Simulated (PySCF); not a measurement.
## Does the structure fit the spectrum?

A compound C₇H₇ClO gives the data below (simulated from a calculation) and was assigned the structure `COC1=CC=C/C1=C/Cl`.

13C{1H} NMR (computed): δ 146.6 (C), 145.7 (C), 135.8 (CH, 2C), 135.6 (CH, 2C), 71.4 (CH2).

1H NMR (400 MHz, computed): δ 7.65 (m, 2H), 7.60 (m, 2H), 4.77 (s, 2H), 0.10 (br s, 1H).

A single conformation, rapidly exchanging positions averaged, no solvent model, non-relativistic Hamiltonian. Coordinates at the GFN2-xTB level; PBE0/pcSseg-1 with gauge-including orbitals; PySCF.

Referencing at the same level of theory: 1H, 13C vs TMS.

(1) Compare with the shifts computed for the proposed structure, pairing carbons in order of shift.

(2) Which isomer fits?

## Answers

(1) Structure with atom numbers: `[CH3:1][O:2][C:3]1=[CH:4][CH:5]=[CH:6]/[C:7]1=[CH:8]/[Cl:9]`; H(Xn) means a hydrogen on atom n.

```
atom  computed for proposal  given list  difference
  C3                  165.6       146.6       +19.0
  C7                  147.5       145.7        +1.8
  C8                  142.4       135.8        +6.6
  C5                  138.1       135.8        +2.3
  C6                  116.6       135.6       -19.0
  C4                  104.9       135.6       -30.7
  C1                   57.4        71.4       -14.0
```

The rms difference is 16.5 ppm and the largest -30.7 ppm at C4 (β carbon of an enol-ether or enamine type C=C). The proposal also would give 7 carbon signals, not 5. The carbon types in order of shift don't match either: C, C, CH, CH, CH, CH, CH3 for the proposal against C, C, CH, CH, CH, CH, CH2 in the data. The proposal doesn't fit.

(2) 4-chlorobenzyl alcohol.

- Carbon types of the structure: 2 × C, 4 × CH, 1 × CH2, leaving 1 H on heteroatoms.
- δC 146.6: substituted aromatic carbon.
- δC 145.7: aromatic carbon bearing chlorine.
- δC 135.8, 135.6: aromatic CH; the aromatic region.
- δC 71.4: sp3 CH2 bonded to O, on an aromatic ring; deshielded by the electronegative neighbour.

The data come from this structure; uniqueness wasn't tested.

OH and NH positions are those of a molecule without intermolecular hydrogen bonds; in solution they move with solvent, concentration and temperature, and exchange usually removes their couplings. Carbons that carry Cl, above all several Cl atoms, come out too deshielded, partly because spin–orbit coupling is missing. Shifts are as computed. Against solution values, carbons near 30 ppm lie about +3 ppm off and those near 130 ppm about +5 ppm; carbons on Cl a further +6 ppm (rms about the fit 2.1 ppm; single classes can miss by 10 ppm). Of 1328 compounds with measured shifts, 309 miss one by over three times the rms of a fit or turn the order of signals round; such compounds aren't used in these exercises. Signals without a measured value on file couldn't be tested in this way; 1H shifts scatter by 0.2 ppm about their fit, and single ones miss by 0.5 ppm. Multiplicities follow the n + 1 count of equivalent neighbours, as no J values were calculated; m marks all less simple cases, F and P coupling included.
